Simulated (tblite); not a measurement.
C3H5B2Cl3O2.
Atom-mapped SMILES: `[Cl:1][B:2]1[BH:3][O:4][CH2:5][C@@H:6]([CH:7]([Cl:8])[Cl:9])[O:10]1` (hydrogens: H11 on B3; H12, H13 on C5; H14 on C6; H15 on C7)

Computed with GFN2-xTB (tblite), gas phase: L-BFGS steps from a force-field or distance-geometry start until the largest atomic force falls under 0.01 eV/Å.

Step 0: E = -905.1532 eV
```
atom  x, y, z in Å  |  force x, y, z in eV/Å
Cl1     2.0870    2.8881    0.3620   -1.048  -1.332  -1.032
B2      1.3153    1.4085   -0.4594   -2.037   1.241   1.803
B3      2.1803   -0.0076   -0.6516   -0.682  -1.475  -0.890
O4      1.3848   -1.2236   -0.8419    1.875   1.808   1.522
C5      0.2609   -1.0524    0.0048    0.319   0.469  -0.053
C6     -0.6025    0.0304   -0.6118   -0.658  -0.076  -1.226
C7     -1.9693   -0.0808   -0.0065   -0.439  -0.172   1.252
Cl8    -2.5691   -1.7057   -0.4044   -0.683   0.199   0.029
Cl9    -3.0655    1.1983   -0.5263   -0.013  -0.170  -0.038
O10    -0.1531    1.3114   -0.3600    3.631   1.089  -0.035
H11     3.3440   -0.0093   -0.5163    0.016  -0.583  -0.441
H12    -0.3380   -1.9641    0.0862    0.670  -0.126  -0.007
H13     0.5887   -0.6602    1.0071   -0.347  -0.700  -0.516
H14    -0.6285   -0.1132   -1.7272   -0.169  -0.118   0.594
H15    -1.8394   -0.0117    1.1178   -0.435  -0.052  -0.962
```

Step 1: E = -905.6536 eV
```
atom  x, y, z in Å  |  force x, y, z in eV/Å
Cl1     2.0721    2.8690    0.3473   -0.872  -0.831  -0.749
B2      1.2862    1.4262   -0.4337   -0.486   0.277   1.227
B3      2.1706   -0.0287   -0.6643   -0.079  -0.156  -0.496
O4      1.4116   -1.1978   -0.8203    1.182   0.844   1.359
C5      0.2654   -1.0457    0.0040    0.015   0.278  -0.410
C6     -0.6119    0.0293   -0.6293   -0.029   0.502   0.035
C7     -1.9755   -0.0832    0.0114   -0.143   0.032   0.171
Cl8    -2.5789   -1.7029   -0.4040   -0.626   0.171   0.065
Cl9    -3.0657    1.1959   -0.5267   -0.063  -0.125   0.005
O10    -0.1012    1.3269   -0.3604    1.378   0.185  -0.116
H11     3.3443   -0.0177   -0.5226   -0.138  -0.569  -0.564
H12    -0.3284   -1.9659    0.0860    0.728  -0.041  -0.096
H13     0.5838   -0.6703    0.9997   -0.314  -0.485  -0.251
H14    -0.6310   -0.1148   -1.7187   -0.223  -0.060   0.064
H15    -1.8456   -0.0124    1.1041   -0.329  -0.022  -0.244
```

Step 2: E = -905.8688 eV
```
atom  x, y, z in Å  |  force x, y, z in eV/Å
Cl1     2.0462    2.8433    0.3247   -0.544  -0.098  -0.336
B2      1.2669    1.4375   -0.3962    1.611  -0.564   0.476
B3      2.1662   -0.0377   -0.6800    0.668   1.239  -0.030
O4      1.4481   -1.1701   -0.7804    0.208  -0.443   0.990
C5      0.2669   -1.0370   -0.0067   -0.033   0.124  -0.274
C6     -0.6149    0.0419   -0.6326    0.303   0.344   0.252
C7     -1.9807   -0.0830    0.0200    0.038   0.173  -0.443
Cl8    -2.5972   -1.6978   -0.4023   -0.483   0.180   0.069
Cl9    -3.0673    1.1921   -0.5267   -0.129  -0.031   0.002
O10    -0.0537    1.3353   -0.3635   -1.394  -0.163   0.019
H11     3.3408   -0.0342   -0.5385   -0.059  -0.496  -0.682
H12    -0.3075   -1.9674    0.0835    0.617  -0.047  -0.250
H13     0.5745   -0.6850    0.9916   -0.318  -0.289  -0.014
H14    -0.6372   -0.1167   -1.7150   -0.237   0.069  -0.062
H15    -1.8555   -0.0132    1.0946   -0.249   0.002   0.284
```

Q: Estimate the geometry and energy of step 3. (The exact step hangs on the optimiser's Hessian estimate; all steps are aligned on step 2, rigid shifts and turns removed.)

A: E = -905.9924 eV, largest force 1.217 eV/Å
```
atom  x, y, z in Å  |  force x, y, z in eV/Å
Cl1     2.0305    2.8333    0.3126   -0.355   0.194  -0.159
B2      1.2813    1.4348   -0.3772    0.970  -0.698   0.230
B3      2.1734   -0.0253   -0.6858    0.476   0.940   0.084
O4      1.4633   -1.1664   -0.7541    0.241  -0.292   0.759
C5      0.2675   -1.0323   -0.0129   -0.016   0.005  -0.092
C6     -0.6129    0.0491   -0.6329    0.224   0.178   0.218
C7     -1.9823   -0.0809    0.0186    0.077   0.148  -0.406
Cl8    -2.6097   -1.6937   -0.4008   -0.399   0.189   0.062
Cl9    -3.0696    1.1905   -0.5268   -0.141   0.017  -0.015
O10    -0.0552    1.3376   -0.3638   -0.943  -0.129   0.034
H11     3.3394   -0.0462   -0.5527    0.144  -0.411  -0.690
H12    -0.2927   -1.9687    0.0793    0.491  -0.073  -0.311
H13     0.5672   -0.6940    0.9884   -0.326  -0.182   0.126
H14    -0.6424   -0.1164   -1.7136   -0.218   0.106  -0.110
H15    -1.8622   -0.0134    1.0943   -0.224   0.007   0.270
```

The energy changes by -0.1236 eV. The first-order estimate −F·Δx gives -0.1440 eV and the mean of the old and new forces, exact on a quadratic surface, -0.1232 eV. The step makes an angle of 42° with the force vector and moves no atom by more than 0.031 Å.

The cost below is that of the whole relaxation. The run took 0.54 s wall on one thread of an AMD EPYC 9B45 (shared host).
